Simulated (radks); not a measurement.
Task: Ar II, configuration [Ne] 3s2 3p5. All-electron calculation, non-relativistic Kohn-Sham, LDA (Slater exchange, Perdew-Wang correlation), spin-polarised, spherical densities, point nucleus; open shells are filled with parallel spins first. Program: a radial shooting solver on a logarithmic mesh with Libxc functionals. Some entries of the table are withheld. Estimate them.

orbital  occ.  eigenvalue (eV)  <r> (bohr)
1s up       1        -3110.902     0.08642
1s down     1        -3110.669     0.08641
2s up       1        -307.6665      0.4179
2s down     1        -307.4206      0.4177
2p up       3        -243.7690      0.3780
2p down     3        -243.4645      0.3779
3s up       1         -36.8651       1.373
3s down     1         -35.8374       1.379
3p up       3         -22.6574       1.547
3p down     2         -21.7111       1.562
4s up       0          -5.9113       4.194
4s down     0          -5.7669       4.261
3d up       0          -4.2814         (1)
3d down     0          -3.8153         (2)

Result: 
(1) 3d up <r> (bohr): 2.863
(2) 3d down <r> (bohr): 3.121
